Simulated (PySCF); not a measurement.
**Spinor energies of Sm(50+) (samarium, charge +50)**

Start: [Ne] 3s2. Calculated with PySCF 2.14 in an even-tempered Gaussian basis (18 s from 4.6 bohr⁻², ratio 2.6; 14 p from 5.9 bohr⁻², ratio 2.6; 6 d from 6.1 bohr⁻², ratio 2.8; 4 f from 84 bohr⁻², ratio 2.8): generalised Hartree-Fock with the X2C-1e Hamiltonian and a Gaussian nucleus; spin-orbit coupling (SO) screened by Boettger's factors.

| spinor shell | electrons | ε, screened SO (eV) | weight of nominal j (screened SO) | rms radius, screened SO (bohr) |
| --- | --- | --- | --- | --- |
| 1s1/2 | 2 | -50719.9 | 1.000 | 0.0259 |
| 2s1/2 | 2 | -11242.8 | 1.000 | 0.103 |
| 2p1/2 | 2 | -10860.9 | 1.000 | 0.0881 |
| 3s1/2 | 2 | -4549.9 | 1.000 | 0.245 |

Task: Where does 2p3/2 lie, and what is the 2p spin-orbit splitting (screened SO)?

Result: At -10233.8 eV, 627.07 eV above 2p1/2.

| quantity | screened SO |
| --- | --- |
| E (hartree) | -7843.72308 |
| M_J | 0 |
| ⟨J²⟩ | 0.000 |
| ⟨L²⟩ | 0.015 |
| ⟨S²⟩ | 0.015 |

Breit and QED terms are absent; they matter most for the inner s and p1/2 levels.

Densities and radii are taken from the X2C orbitals without a picture-change correction, which distorts them close to the nucleus.
